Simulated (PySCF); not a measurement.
Compound: CH6GeN2.
Geometry (PBE0-D3(BJ)/def2-SVP, Å), atoms numbered from 1 in this order:
```xyz
10
CH6GeN2 angstrom
N      2.261    0.128    0.354
C      1.234   -0.006   -0.381
Ge    -0.630    0.366    0.169
N     -1.786   -1.054    0.062
H      1.997    0.465    1.290
H      1.412   -0.371   -1.412
H     -0.526    0.803    1.647
H     -1.234    1.472   -0.716
H     -1.478   -1.901    0.532
H     -2.081   -1.291   -0.881
```

Computed with PBE0-D3(BJ)/def2-SVP geometry optimisation, gas phase (PySCF 2.14.0).

Masses are those of the commonest isotopes; rigid-rotor values at the optimised geometry. The values belong to one conformer with, in the numbering `[H]/[N:1]=[CH:2]\[GeH2:3][NH2:4]`, N1–C2–Ge3–N4 -121°, C2–Ge3–N4–H 52° and -75°.

(1) Give the principal moments of inertia and the rotational constants in GHz.

(2) Classify the top.

(3) What does the inertial defect say?

(4) Where do the levels up to J = 3 lie, in MHz?

(5) Which types of transition are allowed, and where do some lines up to J = 3 fall?

## Answers

(1) Ia = 41.95, Ib = 186.05, Ic = 205.85 u·Å²; 505379 MHz·u·Å²/I gives 12046, 2716 and 2455 MHz, that is A = 12.046, B = 2.7164, C = 2.4550 GHz.

(2) A near-prolate asymmetric top; Ray's κ = -0.946.

(3) Not planar: Δ = Ic − Ia − Ib = -22.15 u·Å². For a rigid frame Δ = −2 Σ m c², so Σ m c² = 11.08 u·Å² lies off the ab plane: 7.37 from hydrogen and 3.70 from heavier atoms. The atom farthest from that plane is 1.36 Å away.

(4) Above 0(0,0):
J = 1: 1(0,1) 5171, 1(1,1) 14501, 1(1,0) 14763
J = 2: 2(0,2) 15509, 2(1,2) 24583, 2(1,1) 25367, 2(2,1) 53356, 2(2,0) 53362
J = 3: 3(0,3) 31001, 3(1,3) 39702, 3(1,2) 41269, 3(2,2) 68870, 3(2,1) 68898, 3(3,1) 116176, 3(3,0) 116177
The levels of one J sum to (2J + 1)J(J + 1)(A + B + C)/3.

(5) The dipole components are |μa| = 1.46 D, |μb| = 0.66 D, |μc| = 0.28 D. Intensities carry the squares of the components, which stand as 1.00 : 0.20 : 0.04 (a : b : c). Some lines, for components of 0.1 D or more:

| type | branch | J(Ka,Kc) | MHz | lower level (cm⁻¹) |
| --- | --- | --- | --- | --- |
| a | Q | 2(1,1) ← 2(1,2) | 784 | 0.820 |
| a | Q | 3(1,2) ← 3(1,3) | 1568 | 1.324 |
| b | Q | 1(1,0) ← 1(0,1) | 9591 | 0.172 |
| a | R | 2(1,2) ← 1(1,1) | 10081 | 0.484 |
| a | R | 2(1,1) ← 1(1,0) | 10604 | 0.492 |
| b | R | 1(1,1) ← 0(0,0) | 14501 | 0.000 |
| c | R | 1(1,0) ← 0(0,0) | 14763 | 0.000 |
| a | R | 3(0,3) ← 2(0,2) | 15493 | 0.517 |
| a | R | 3(2,1) ← 2(2,0) | 15536 | 1.780 |
| b | R | 2(1,2) ← 1(0,1) | 19411 | 0.172 |
| c | R | 2(1,1) ← 1(0,1) | 20195 | 0.172 |
| b | R | 3(1,3) ← 2(0,2) | 24193 | 0.517 |
| c | R | 3(1,2) ← 2(0,2) | 25761 | 0.517 |
| c | Q | 3(2,2) ← 3(1,2) | 27601 | 1.377 |
| c | Q | 2(2,1) ← 2(1,1) | 27990 | 0.846 |
| b | Q | 2(2,1) ← 2(1,2) | 28774 | 0.820 |
| c | R | 2(2,0) ← 1(1,0) | 38599 | 0.492 |
| c | R | 2(2,1) ← 1(1,1) | 38855 | 0.484 |
| c | R | 3(2,1) ← 2(1,1) | 43531 | 0.846 |
| b | R | 3(2,1) ← 2(1,2) | 44315 | 0.820 |
| c | Q | 3(3,1) ← 3(2,1) | 47279 | 2.298 |
| b | R | 3(3,1) ← 2(2,0) | 62815 | 1.780 |
| c | R | 3(3,0) ← 2(2,0) | 62815 | 1.780 |

No frequency check. These are rigid-rotor constants of the computed structure; measured ground-state constants (B0) also hold zero-point vibration. A rigid rotor knows nothing of inversion at nitrogen, which can split or shift real lines. Quadrupole hyperfine structure (14N) is left out.
